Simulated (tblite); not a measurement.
Question: Write Cartesian coordinates for `C=C(CC)O[SiH2]` [radical] as optimised with GFN2-xTB. (Doublet state.)

Answer: 
```
atom  x, y, z in Å
C1     0.0758   -0.2740   -1.9056
C2     0.2961   -0.1647   -0.5975
C3    -0.5036   -0.9068    0.4378
C4    -1.5135    0.0189    1.1144
O5     1.2638    0.6507   -0.1494
Si6    1.7564    1.3369    1.2382
H7    -0.6842   -0.9289   -2.2869
H8     0.6557    0.2856   -2.6167
H9     0.1782   -1.3153    1.1883
H10   -1.0255   -1.7345   -0.0425
H11   -2.2026    0.4234    0.3762
H12   -1.0027    0.8496    1.6018
H13   -2.0831   -0.5251    1.8643
H14    3.0455    1.8549    0.8296
H15    1.7393    0.4374    2.3866
```

Any rigid rotation of these coordinates is as good. Atoms count from 1 in this order. The 3 C–C bonds span 1.331 Å (C1=C2, drawn double) to 1.528 Å (C3–C4, drawn single), a spread of 0.197 Å. C1 (carbon bonded to C and 2 H) is planar (angles 121.2°, 121.1° and 117.7°, sum 360.0°, 0.00 Å off the plane of its three neighbours). Si6 (silicon bonded to O and 2 H) is pyramidal (angles 116.9°, 114.1° and 100.4°, sum 331.4°, 0.47 Å off the plane of its three neighbours). C2 (carbon bonded to 2 C and O) is planar (angles 123.2°, 119.8° and 116.9°, sum 360.0°, 0.00 Å off the plane of its three neighbours).

Bonds between heavy atoms (Å): C1=C2 1.331, C2–C3 1.504, C3–C4 1.528, C2–O5 1.342, O5–Si6 1.624.

Computed geometry: GFN2-xTB, gas phase. This method treats the open shell by occupation alone, without spin polarisation.

Point group: C1 (no symmetry element, even within 0.4 Å). Its GFN2-xTB frequencies are all real (lowest 76 cm⁻¹). Torsions: C1–C2–C3–C4 -103°, C1–C2–O5–Si6 166°, C2–O5–Si6–H 169° and 43°.

One conformer stands for the species.
